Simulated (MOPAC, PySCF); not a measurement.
[Zn(NH2)(H)], neutral singlet in the gas phase. 

Cartesian coordinates (Å):
```xyz
5

Zn     0.0527    -0.0560    -0.0239
N     -0.5862    -0.4515     1.6437
H      0.1184    -0.5691     2.3829
H     -1.2071    -1.2681     1.7094
H      0.5154     0.4025    -1.4101
```
Charge 0, spin multiplicity 1.

All levels are single points at this geometry (PBE-D3(BJ)/def2-SVP); Pople sets use spherical d functions. Orbital energies aren't observables, and empty levels follow the basis.

PBE-D3(BJ)/def2-TZVP in PySCF gives gap (eV) = 4.56.

Estimate the gap (eV) from each of these levels: B3LYP-D3(BJ)/def2-TZVP in PySCF; TPSSh-D3(BJ)/def2-TZVP in PySCF; B3LYP/6-311+G** (LANL2DZ on Zn) in PySCF; B3LYP/LANL2DZ in PySCF; BP86/6-31G* (LANL2DZ on Zn) in PySCF; M06-2X/6-31G* (LANL2DZ on Zn) in PySCF; PBE/6-31G* (LANL2DZ on Zn) in PySCF; SVWN5/6-31G* (LANL2DZ on Zn) in PySCF; HF/STO-3G in PySCF; AM1 in MOPAC; PM3 in MOPAC; PM6 in MOPAC.


| level | gap (eV) |
|---|---|
| B3LYP-D3(BJ)/def2-TZVP in PySCF | 6.08 |
| TPSSh-D3(BJ)/def2-TZVP in PySCF | 5.59 |
| B3LYP/6-311+G** (LANL2DZ on Zn) in PySCF | 5.99 |
| B3LYP/LANL2DZ in PySCF | 5.77 |
| BP86/6-31G* (LANL2DZ on Zn) in PySCF | 4.36 |
| M06-2X/6-31G* (LANL2DZ on Zn) in PySCF | 7.91 |
| PBE/6-31G* (LANL2DZ on Zn) in PySCF | 4.28 |
| SVWN5/6-31G* (LANL2DZ on Zn) in PySCF | 4.30 |
| HF/STO-3G in PySCF | 9.17 |
| AM1 in MOPAC | 10.99 |
| PM3 in MOPAC | 10.24 |
| PM6 in MOPAC | 7.71 |
